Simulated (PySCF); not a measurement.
## Spin-rotation constants: `C=C(C)/C([SiH3])=C/[SiH2]F`, C$_{5}$H$_{11}$FSi$_{2}$

Cartesian coordinates in Å; atom numbers follow the order of the lines, from 1:
```xyz
19

C    -1.5732   -1.1493   -1.4552
C    -1.0211   -0.9422   -0.2662
C    -1.3971   -1.7394    0.9460
C     0.0042    0.0979   -0.0666
Si   -0.3564    1.3992    1.2661
C     1.1104    0.0844   -0.8223
Si    2.5622    1.2649   -0.7738
F     2.8665    1.7039    0.7504
H    -2.3314   -1.8993   -1.6072
H    -1.2994   -0.5626   -2.3161
H    -0.5211   -2.2615    1.3313
H    -2.1644   -2.4708    0.7039
H    -1.7660   -1.0857    1.7353
H     0.2290    0.9752    2.5400
H     0.1649    2.6953    0.8379
H    -1.8162    1.4942    1.4032
H     1.1924   -0.7148   -1.5561
H     3.7892    0.5959   -1.1897
H     2.3177    2.5239   -1.4685
```

Computed with GIAO PBE/pcSseg-1 magnetisability, rotational g tensor and spin-rotation constants, non-relativistic, gas phase (PySCF). Geometry: GFN2-xTB.

(1) Give the nuclear spin-rotation constants along the inertial axes (H = +C I·J) beside the isotropic shieldings.

(2) How do the rotational constants and the g tensor change when H9, H10, H11, H12, H13, H14, H15, H16, H17, H18, H19 are replaced by deuterium?

Answers

(1) Rotational constants 2.2025, 0.8291, 0.6794 GHz. A star marks the isotopologue with that one atom substituted, in its own axes.
```tsv
atom	isotope	Caa (kHz)	Cbb (kHz)	Ccc (kHz)	mean (kHz)	σ (ppm)
F8	19F	0.429	0.643	0.339	0.471	386.5
H9	1H	0.170	-0.084	-0.075	0.004	26.8
H10	1H	-0.105	-0.050	-0.017	-0.057	26.7
H11	1H	-0.193	-0.096	0.010	-0.093	29.7
H12	1H	0.068	-0.087	-0.077	-0.032	29.7
H13	1H	-0.226	0.023	-0.075	-0.092	29.4
H14	1H	-0.201	-0.043	0.004	-0.080	27.1
H15	1H	-0.026	-0.070	-0.030	-0.042	27.3
H16	1H	-0.022	-0.055	-0.045	-0.041	27.5
H17	1H	-0.134	0.065	-0.083	-0.051	24.9
H18	1H	-0.105	-0.026	-0.026	-0.052	26.1
H19	1H	-0.142	-0.076	0.028	-0.063	25.9
C1	13C*	0.838	0.185	0.186	0.403	69.1
C2	13C*	1.081	0.241	0.230	0.518	16.7
C3	13C*	0.348	0.137	0.106	0.197	156.5
C4	13C*	1.103	0.413	0.108	0.542	9.2
Si5	29Si*	-1.208	-0.443	-0.400	-0.683	411.8
C6	13C*	0.896	0.346	0.126	0.456	41.4
Si7	29Si*	-1.468	-0.479	-0.459	-0.802	342.0
```
For the geometry as given, no vibrational averaging.

(2) Constants 1.8296, 0.7342, 0.6023 GHz; g -0.0374, -0.0127, -0.0081, against -0.0448, -0.0143, -0.0091 before.
